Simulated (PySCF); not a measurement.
## Assigning NMR signals

Cartesian coordinates in Å; atom numbers follow the order of the lines, from 1:
```xyz
23

C     3.1794   -0.8579   -0.3481
C     1.6788   -0.9915   -0.1177
Si    0.8018    0.6928   -0.1364
C    -1.1033    0.4761    0.0825
C    -1.4184   -0.1771    1.4282
C    -1.7732    1.8482    0.0073
C    -1.5645   -0.3591   -1.0674
N    -1.8354   -1.5847   -1.1203
H     3.3792   -0.3918   -1.3094
H     3.6637   -1.8326   -0.3336
H     3.6314   -0.2404    0.4243
H     1.5168   -1.4974    0.8361
H     1.2554   -1.6399   -0.8876
H     1.0458    1.3812   -1.4095
H     1.2738    1.5350    0.9716
H    -1.1070    0.4732    2.2429
H    -0.9015   -1.1285    1.5435
H    -2.4905   -0.3555    1.5253
H    -2.8530    1.7522    0.1216
H    -1.4048    2.4993    0.7972
H    -1.5728    2.3276   -0.9482
H    -1.6536    0.1797   -2.0090
H    -1.7531   -2.0820   -0.2346
```

All values are calculated (PySCF): coordinates at the GFN2-xTB level, σ from GIAO-PBE0/pcSseg-1. Fast rotation and ring inversion assumed for equivalent nuclei, relativity neglected, isolated molecule, one conformer.

Chemical shifts δ = σref − σ; TMS for ¹³C, ¹H, all at this level.

Problem. Assign these signals to the numbered atoms. ¹³C{¹H} NMR (computed): δ 183.1 (CH), 35.0 (C), 22.2 (CH3), 10.1 (CH3), 3.3 (CH2).

Solution. 
| δ (ppm) | atoms | environment | reason |
| --- | --- | --- | --- |
| 183.1 | C7 | carbon bonded to C, N, H | – |
| 35.0 | C4 | carbon bonded to 3 C, Si | – |
| 22.2 | C5/C6 | carbon bonded to C, 3 H | – |
| 10.1 | C1 | carbon bonded to C, 3 H | – |
| 3.3 | C2 | carbon bonded to C, Si, 2 H | – |

Problem. Assign these signals to the numbered atoms. ¹H NMR (300 MHz, computed): δ 10.40 (br s, 1H), 7.91 (s, 1H), 3.86 (t, 2H), 1.15 (s, 6H), 1.06 (t, 3H), 0.66 (m, 2H).

Solution. 
10.40 → H23, hydrogen on a nitrogen bonded to C
7.91 → H22, hydrogen on a carbon bonded to C, N
3.86 → H14/H15, hydrogen on a silicon bonded to 2 C
1.15 → H16/H17/H18/H19/H20/H21, hydrogen on a carbon bonded to C
1.06 → H9/H10/H11, hydrogen on a carbon bonded to C
0.66 → H12/H13, hydrogen on a carbon bonded to C, Si

H16/H17/H18/H19/H20/H21 and H9/H10/H11 lie closer than the usual error of such a calculation, so a measured spectrum could show them in the other order.

OH/NH shifts are gas-phase values; hydrogen bonding in solution moves them, usually downfield. Shifts are as computed. Against solution values, carbons near 30 ppm lie about +3 ppm off and those near 130 ppm about +5 ppm. Of 1211 compounds with measured shifts, 218 miss one by over three times the rms of a fit or turn the order of signals round; such compounds aren't used in these exercises. No couplings were computed; multiplicities are counted from neighbouring protons, with m where these are inequivalent, close in shift, in a saturated or five-membered ring or joined by F or P, and br s for small geminal =CH2 splittings.
